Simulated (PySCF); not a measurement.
Species: H9NO2Si3.
Structure used (GFN2-xTB), in Å, numbered top down from 1:
```
atom  x, y, z in Å
N1     3.1628    0.0971   -0.4541
Si2    1.5415    0.5587   -0.1183
O3     0.7035   -0.8088   -0.3663
Si4   -0.6879   -1.5503   -0.6899
O5    -1.9426   -0.5508   -0.4769
Si6   -2.6218    0.8079    0.0781
H7     3.8996    0.7701   -0.3310
H8     3.4737   -0.8200   -0.1766
H9     1.2454    0.9704    1.2606
H10    1.1876    1.5865   -1.0937
H11   -0.7051   -1.9098   -2.0994
H12   -0.8076   -2.6271    0.2830
H13   -3.0933    0.5344    1.4362
H14   -3.7210    1.0576   -0.8526
H15   -1.6393    1.8923    0.0734
```

Computed with PySCF 2.14.0, density-fitted response routines, TDDFT CAM-B3LYP/def2-SVPD, vertical, gas phase, core orbitals frozen in the response. GFN2-xTB frequencies show an imaginary mode (22i cm⁻¹), so this geometry is no minimum at that level.

Ground-to-excited transition dipoles (e·a0, same axes as the geometry; the sign carries no meaning), for the states with f of 0.002 or more among the lowest 7:

```json
{"state": "S1", "E (eV)": "6.516", "μx": "-0.093", "μy": "0.082", "μz": "0.349"}
{"state": "S2", "E (eV)": "6.992", "μx": "-0.151", "μy": "-0.027", "μz": "0.017"}
{"state": "S3", "E (eV)": "7.397", "μx": "0.042", "μy": "-0.093", "μz": "0.289"}
{"state": "S4", "E (eV)": "7.803", "μx": "-0.056", "μy": "-0.058", "μz": "0.343"}
{"state": "S5", "E (eV)": "7.837", "μx": "0.214", "μy": "-0.059", "μz": "-0.042"}
{"state": "S6", "E (eV)": "7.858", "μx": "-0.078", "μy": "0.064", "μz": "-0.054"}
{"state": "S7", "E (eV)": "8.030", "μx": "-0.089", "μy": "0.122", "μz": "-0.518"}
```

Q: Work out the oscillator strengths.

A: f = (2/3) ΔE |μ|² with ΔE in hartree (27.2114 eV).

```json
{"state": "S1", "|μ|² (au)": "0.137", "|μ| (D)": "0.94", "f": "0.022"}
{"state": "S2", "|μ|² (au)": "0.024", "|μ| (D)": "0.39", "f": "0.004"}
{"state": "S3", "|μ|² (au)": "0.094", "|μ| (D)": "0.78", "f": "0.017"}
{"state": "S4", "|μ|² (au)": "0.124", "|μ| (D)": "0.90", "f": "0.024"}
{"state": "S5", "|μ|² (au)": "0.051", "|μ| (D)": "0.57", "f": "0.010"}
{"state": "S6", "|μ|² (au)": "0.013", "|μ| (D)": "0.29", "f": "0.003"}
{"state": "S7", "|μ|² (au)": "0.291", "|μ| (D)": "1.37", "f": "0.057"}
```

Q: What angle do the transition dipoles of S1 and S7 make?

A: |cos θ| = |μa·μb| / (|μa| |μb|) = 0.81, so θ ≈ 36° (taken between 0 and 90°, since the signs are arbitrary).

Q: What peak molar absorption coefficient would the strongest computed level give as a lone Gaussian band 0.5 eV wide at half height?

A: ε(max) = 2.175×10⁸ f / FWHM, with the width in cm⁻¹. S7: 2.175×10⁸ × 0.0573 / 4033 ≈ 3100 L mol⁻¹ cm⁻¹.

Time: 2.1 min of wall time (with the writing of density and orbital grids); peak memory 0.96 GiB. Hardware: an Intel Xeon at 2.50 GHz with one thread, shared host.

One conformer stands for the species.

Without π bonds the low states may be Rydberg-like; a valence basis with one diffuse set may place them up to an eV too high.
